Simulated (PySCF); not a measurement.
Si(H)(Me)2(Cl) (C₂H₇ClSi), SMILES [SiH](Cl)(C)C. Geometry: r2SCAN-D4/def2-SVP.

Computed with r2SCAN-D4/def2-SVP in PySCF.

Harmonic wavenumbers (cm⁻¹): 160, 173, 189, 193, 240, 507, 612, 667, 695, 723, 776, 853, 896, 907, 1255, 1261, 1419, 1422, 1427, 1436, 2224, 3034, 3035, 3138, 3140, 3151, 3151. Rotational constants (GHz): 5.348, 3.178, 2.252; symmetry number 1.

**Question.** Work out the zero-point energy and the ideal-gas rigid-rotor harmonic-oscillator thermochemistry at 298.15 K and 1 atm.

**Answer.** ZPE = ½ Σ hcν = ½ × 36682 cm⁻¹ = 219.41 kJ/mol. H − E(el) = 239.59 kJ/mol. Entropy in J/(mol K): translation 165.49, rotation 111.01, vibration 58.67, total 335.17. G − E(el) = 139.66 kJ/mol. Cp = 104.39 J/(mol K).
